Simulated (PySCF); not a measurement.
[BiF4]+ at several levels of theory

Computed with PySCF 2.14.0 (density fitting, no spin-orbit coupling) at the geometry relaxed with TPSS:

```xyz
5
[BiF4]+ (singlet)
Bi    0.0000    0.0000    0.0000
F     1.1535    1.1535    1.1535
F    -1.1535   -1.1535    1.1535
F     1.1535   -1.1535   -1.1535
F    -1.1535    1.1535   -1.1535
```

```tsv
level	basis	state	HOMO (eV)	gap (eV)	charge on Bi1 (e)	dipole about the centre of mass (D)	largest force component (eV/Å)
TPSS	Bi def2-SVP with ECP60, F def2-SVP	singlet	-16.83	2.44	1.82	0.00	0.01
r2SCAN	the same	singlet	-17.32	2.71	1.91	0.00	0.22
PBE	the same	singlet	-16.61	2.18	1.76	0.00	0.07
TPSSh	the same	singlet	-17.75	3.58	1.89	0.00	0.20
TPSS	Bi def2-TZVP with ECP60, F def2-TZVP	singlet	-17.10	2.55	1.88	0.00	0.57
TPSS	Bi x2c-SVPall, F x2c-SVPall	singlet	-16.82	2.41	1.91	0.00	0.31
```

Charges are Mulliken's, which hang on the basis. The relaxation used the grid (50, 194), these runs (75, 302) or, all-electron (x2c bases, spin-free X2C Hamiltonian), (99, 590).

Question: What does BLYP with Bi def2-SVP with ECP60, F def2-SVP give here?

Answer: state singlet, HOMO (eV) -16.48, gap (eV) 2.20, charge on Bi1 (e) 1.75, dipole about the centre of mass (D) 0.00, largest force component (eV/Å) 0.21. Time: 2.7 s on 2 threads of Arm Neoverse V1 (shared host), from an already converged density.

In the first row's basis the gap widens with exact exchange: 2.2 to 2.7 eV for PBE, BLYP, TPSS, r2SCAN (none); 3.6 eV for TPSSh (a fixed share).

No frequency check is given that shows the relaxed geometry to be a minimum.
